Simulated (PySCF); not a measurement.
# A ladder of Hamiltonians for Pt⁶⁴⁺ (platinum, charge +64)

Occupied: 1s1/2, 2s1/2, 2p1/2, 2p3/2, 3s1/2, 3p1/2. Hartree-Fock calculated with PySCF 2.14 in an uncontracted even-tempered set (19 s from 9.4 bohr⁻², ratio 2.3; 16 p from 11 bohr⁻², ratio 2.3), Gaussian nucleus throughout. NR is non-relativistic, sf-X2C the spin-free one-electron X2C Hamiltonian, X2C adds the bare one-electron spin-orbit term, X2C-SNSO screens it by Boettger's factors, DC is four-component Dirac-Coulomb, and the Gaunt and Breit terms are added at first order (total energies over the DC spinors, levels after relaxing the spinors in that mean field). QED terms are absent. Levels marked empty are virtual spinors of this ion; the basis has s and p functions only, so 3d, which can lie below the n = 4 levels, is absent.

```tsv
Hamiltonian	E (hartree)	E − E(DC) (hartree)	CPU seconds
X2C	-13598.4631	4.9955	0.57
X2C-SNSO	-13596.4418	7.0168	0.55
DC	-13603.4586	0.0000	30
DC+Gaunt	-13584.8495	18.6091	50
DC+Breit	-13586.5167	16.9418	140
```

```tsv
level (eV)	X2C	X2C-SNSO	DC	DC+Gaunt	DC+Breit
1s1/2	-84216.5	-84218.6	-84319.8	-84026.5	-84046.5
2s1/2	-19144.4	-19145.1	-19160.1	-19127.1	-19129.8
2p1/2	-18647.6	-18607.2	-18617.6	-18561.8	-18567.2
2p3/2	-16799.6	-16812.4	-16822.8	-16787.1	-16792.3
3s1/2	-7705.4	-7705.7	-7709.3	-7701.0	-7701.9
3p1/2	-7532.8	-7522.3	-7525.1	-7510.7	-7512.5
3p3/2 (empty)	-6918.2	-6921.7	-6923.9	-6914.9	-6916.8
4s1/2 (empty)	-4036.7	-4036.7	-4038.1	-4034.9	-4035.3
```

```
interval (eV)   X2C  X2C-SNSO    DC  DC+Gaunt  DC+Breit
2p3/2 − 2p1/2  1848      1795  1795      1775      1775
```

Weight of the small component: 1s1/2 0.0875, 2s1/2 0.0205, 2p1/2 0.0205, 2p3/2 0.0183, 3s1/2 0.00797, 3p1/2 0.00789, 3p3/2 0.00728, 4s1/2 0.00404.

Koopmans' value for the highest occupied level at DC+Breit: 7512.5 eV, against an ionisation energy of 7512 ± 24 eV (theoretical estimate listed by NIST; NIST Atomic Spectra Database, ionization energies); the former lacks relaxation, correlation, QED and recoil.

The whole ladder took 230 s of wall time on 1 thread of Neoverse-N1 (shared host), launched as `OMP_NUM_THREADS=1 python relrun2.py TASK.json OUT` (a driver that calls PySCF for each Hamiltonian).
